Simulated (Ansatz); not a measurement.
BrClHOSi, SMILES `O[Si](Cl)Br` radical. The species carries charge 0 and has multiplicity 2. Geometry: relaxed with PBE0-D4/def2-TZVP. It is one conformer, not always the lowest.

```xyz
5

O    -0.987    0.581    0.455
Si    0.323    0.275   -0.471
Cl    1.811   -0.543    0.696
Br   -0.314   -1.141   -2.051
H    -0.833    0.828    1.370
```

Task: What is the dipole moment at B3LYP/def2-TZVPP? (Best estimate.)

Result: Computed: 1.76 D, with components (0.00, 1.15, 1.34) D in this frame, pointing from negative to positive charge.

Task: And with PBE, r2SCAN, ωB97M-V? (Best estimate.)

Result: Computed: PBE 1.70 D, r2SCAN 1.79 D, ωB97M-V 1.82 D.

Task: Give the Mulliken charges with B3LYP, r2SCAN, ωB97M-V in def2-TZVPP. (An estimate is asked.)

Result: Computed: 
```json
{"atom": "O1", "B3LYP": "-0.33", "r2SCAN": "-0.36", "ωB97M-V": "-0.31"}
{"atom": "Si2", "B3LYP": "0.53", "r2SCAN": "0.55", "ωB97M-V": "0.47"}
{"atom": "Cl3", "B3LYP": "-0.22", "r2SCAN": "-0.22", "ωB97M-V": "-0.19"}
{"atom": "Br4", "B3LYP": "-0.17", "r2SCAN": "-0.18", "ωB97M-V": "-0.15"}
{"atom": "H5", "B3LYP": "0.19", "r2SCAN": "0.21", "ωB97M-V": "0.19"}
```

B3LYP here is the variant with VWN-RPA as its local correlation; programs differ in this.
